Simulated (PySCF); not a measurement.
## Mass spectrum arithmetic for [C7H10BO2]-

Species: [C7H10BO2]-.

All values are calculated from tables of isotopes.

Task: Find the molar and monoisotopic masses of [C7H10BO2]-.

Result: For [C7H10BO2]-, with standard atomic weights, 7 × 12.011 + 1 × 10.810 + 2 × 15.999 + 10 × 1.008 = 136.965 g/mol. From the most abundant isotopes (12C, 11B, 16O, 1H), 7 × 12.000000 + 1 × 11.009305 + 2 × 15.994915 + 10 × 1.007825 = 137.0774 u for neutral atoms; the ion's mass is 137.0779 u once 1 electron mass (0.000549 u) is added.

Task: Work out the cluster of the ion itself, one line a nominal mass.

Result: 
```
nominal mass  m/z (centroid)  relative intensity
         136        136.0816                24.4
         137        137.0781               100.0
         138        138.0815                 7.8
         139        139.0833                 0.7
```

Lines under 0.1 % of the tallest are left out. Abundances used (%; other tables differ somewhat): 12C 98.93, 13C 1.07; 10B 19.9, 11B 80.1; 16O 99.757, 17O 0.038, 18O 0.205; 1H 99.9885, 2H 0.0115.

Task: Elemental analysis, calculated?

Result: C 61.39 %, B 7.89 %, O 23.36 %, H 7.36 %.

Task: Which singly substituted isotopologues are there?

Result: Intensity in % of the monoisotopic species:

| isotope | mass shift (u) | m/z | intensity (%) |
| --- | --- | --- | --- |
| 10B | -0.99637 | 136.0816 | 24.84 |
| 13C | +1.00335 | 138.0813 | 7.57 |
| 17O | +1.00422 | 138.0822 | 0.08 |
| 2H | +1.00628 | 138.0842 | 0.12 |
| 18O | +2.00425 | 139.0822 | 0.41 |

Species under 0.02 % are left out.

Task: What resolving power m/Δm just matches the spacing of the species with one 13C and with one 2H?

Result: They lie 0.00292 u apart at mass 138.08, so m/Δm is about 47000.
